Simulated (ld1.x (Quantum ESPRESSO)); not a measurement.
An all-electron radial function and its pseudo partner (tungsten)

Columns: radius, all-electron u(r) and pseudo u(r) of the 6s shell (level -6.79 eV) of tungsten in the configuration [Kr] 4d10 4f14 5s2 5p6 5d4 6s1 6p1; PBEsol, scalar-relativistic, PAW scheme, ld1.x (Quantum ESPRESSO) 7.5.

| r (bohr) | all-electron | pseudo |
| --- | --- | --- |
| 0.150 | 0.1336 | -0.0637 |
| 0.300 | -0.1579 | -0.1268 |
| 0.450 | -0.1103 | -0.1886 |
| 0.600 | 0.1348 | -0.2484 |
| 0.750 | 0.2871 | -0.3057 |
| 0.900 | 0.2997 | -0.3599 |
| 1.050 | 0.2136 | -0.4106 |
| 1.200 | 0.0780 | -0.4572 |
| 1.350 | -0.0714 | -0.4994 |
| 1.500 | -0.2133 | -0.5368 |
| 1.650 | -0.3368 | -0.5693 |
| 1.800 | -0.4378 | -0.5966 |
| 1.950 | -0.5161 | -0.6185 |
| 2.100 | -0.5734 | -0.6351 |
| 2.250 | -0.6122 | -0.6462 |
| 2.400 | -0.6353 | -0.6518 |
| 2.550 | -0.6455 | -0.6520 |
| 2.700 | -0.6451 | -0.6469 |
| 2.850 | -0.6363 | -0.6365 |
| 3.000 | -0.6209 | -0.6209 |
| 3.150 | -0.6006 | -0.6006 |
| 3.300 | -0.5767 | -0.5767 |
| 3.450 | -0.5502 | -0.5502 |
| 3.600 | -0.5221 | -0.5221 |
| 3.750 | -0.4931 | -0.4931 |
| 3.900 | -0.4638 | -0.4638 |

Q: How many radial nodes do the two functions have?

A: The all-electron 6s function has n − l − 1 = 5 (the table is too coarse to show those close to the nucleus); the pseudo-wave has 0, since the states of the same l below it are removed with the core.

Q: At about which radius was the pseudo-wave matched?

A: 3.00 bohr, where the columns begin to agree (steps of 0.15 bohr).

Q: Where does each function peak?

A: Outermost all-electron maximum near 2.55 bohr, pseudo maximum near 2.55 bohr (to the table’s step).

Q: Is the pseudo-wave norm-conserving?

A: No, it belongs to a PAW set: the norm inside the radius is not constrained, and the difference is carried by the augmentation charge.
